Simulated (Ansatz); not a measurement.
Cost and result for the atomization energy of H₈N₂OSi₂ (`N[SiH](N)O[SiH3]`) (13 atoms, 12 bonds).

```xyz
13

N    -1.231   -1.626   -0.198
Si    0.004   -0.811    0.640
N    -0.774    0.379    1.588
O     1.117    0.003   -0.254
Si    1.209    1.284   -1.263
H    -1.085   -2.549   -0.572
H    -1.954   -1.127   -0.690
H     0.787   -1.862    1.332
H    -1.569    0.132    2.155
H    -0.246    1.131    1.999
H     1.245    2.556   -0.491
H     2.456    1.167   -2.059
H     0.042    1.323   -2.186
```

The species carries charge 0 and has multiplicity 1. All single points use the PBE0-D4/def2-TZVP geometry. It is one conformer, not always the lowest. Program: Ansatz. All runs use 2 threads of an AMD EPYC 7R13 on a shared host and a share of an NVIDIA H100 80 GB. Times are those of one run each, without the atoms' runs, and a repeat can differ threefold. Electronic energies, without spin–orbit coupling; frozen cores. CCSD(T)/CBS adds CCSD(T) − MP2 in def2-TZVPP to the MP2 limit, and its time is that of the two runs behind it. T1 = 0.011. B3LYP takes the VWN-RPA correlation (the form of Gaussian; ORCA's B3LYP/G).

CCSD(T)/CBS is a level of theory with its own doubt, some kJ/mol a heavy atom from the limit and from the frozen cores, so smaller differences don't rank the functionals.

```
                             level  functions  wall time  atomization (kJ/mol)  difference from CCSD(T)/CBS  per bond
   PBE-D4/def2-TZVPP (with forces)        289      8.6 s                4601.6                         -9.5      -0.8
r2SCAN-D4/def2-TZVPP (with forces)        289       13 s                4568.4                        -42.7      -3.6
 B3LYP-D4/def2-TZVPP (with forces)        289       13 s                4602.9                         -8.2      -0.7
                ωB97X-V/def2-TZVPP        289       14 s                4623.0                         11.9       1.0
                 B2PLYP/def2-TZVPP        289       14 s                4544.8                        -66.3      -5.5
                PBE0-D4/def2-TZVPP        289       15 s                4534.3                        -76.8      -6.4
                    MP2/def2-QZVPP        551       16 s                4598.9                        -12.2      -1.0
                CCSD(T)/def2-TZVPP        289       16 s                4460.8                       -150.3     -12.5
  ωB97M-V/def2-TZVPP (with forces)        289       17 s                4615.2                          4.1       0.3
                 CCSD(T)/CBS(def2)          –       32 s                4611.1                          0.0       0.0
```

From PBE to PBE0 (25 % exact exchange), in def2-TZVPP and without D4, the atomization energy moves by −63.0 kJ/mol: exact exchange takes away binding that semilocal exchange gives to molecules. In def2-TZVPP, CCSD(T) changes the Hartree–Fock value by +1180.9 kJ/mol (the triples alone add +56.5 kJ/mol) and MP2 by +1227.7 kJ/mol; breaking electron pairs costs correlation energy, which Hartree–Fock lacks. The D4 term adds +46.0 kJ/mol with B3LYP and +24.4 kJ/mol with PBE0; it sums over pairs of atoms, weighted by their polarisabilities, and B3LYP, whose exchange is more repulsive, gets the larger term.
